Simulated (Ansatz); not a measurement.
System: sum formula FeOH$_{2}$ (charge 0, quintet). The spin state was set by rule; other spins were not relaxed. SMILES: [OH][FeH]
Geometry from a B3LYP-D3(BJ)/def2-TZVP (Ansatz, a quantum-chemistry and plane-wave program) optimisation:
```
Fe
O 1 1.7876
H 2 0.9568 1 138.12
H 1 1.6292 3 162.90 2 180.00
```
Charge 0, spin multiplicity 5.

Wanted: vertical ionisation energy (to the sextet state of charge +1; each state is the SCF solution reached for its spin; for the sextet T1 is 0.069), in eV. Correlated levels leave the core frozen unless marked. Open shells are spin-unrestricted. Spin-orbit coupling is left out. The frozen core is the preceding noble-gas configuration, with the filled d and f shells of earlier blocks. Non-relativistic. CBS(X,Y): correlation extrapolated as X^-3; Hartree-Fock from the larger set. [CCSD(T)-MP2]/basis is that difference in the basis named.

```json
[
 {"level": "wB97M-V/def2-TZVPD", "program": "Ansatz", "vertical ionisation energy (eV)": "___"},
 {"level": "B2PLYP/def2-TZVPD", "program": "Ansatz", "vertical ionisation energy (eV)": "___"},
 {"level": "SCS-MP2/def2-SVPD", "program": "Ansatz", "vertical ionisation energy (eV)": "9.81"},
 {"level": "RI-MP2/CBS(def2-TZVPPD,def2-QZVPPD)+[CCSD(T)-MP2]/def2-TZVPPD", "program": "Ansatz", "vertical ionisation energy (eV)": "9.64"}
]
```

Problem. Complete the blanks.

Solution. 
- wB97M-V/def2-TZVPD, vertical ionisation energy (eV): 9.93
- B2PLYP/def2-TZVPD, vertical ionisation energy (eV): 9.67
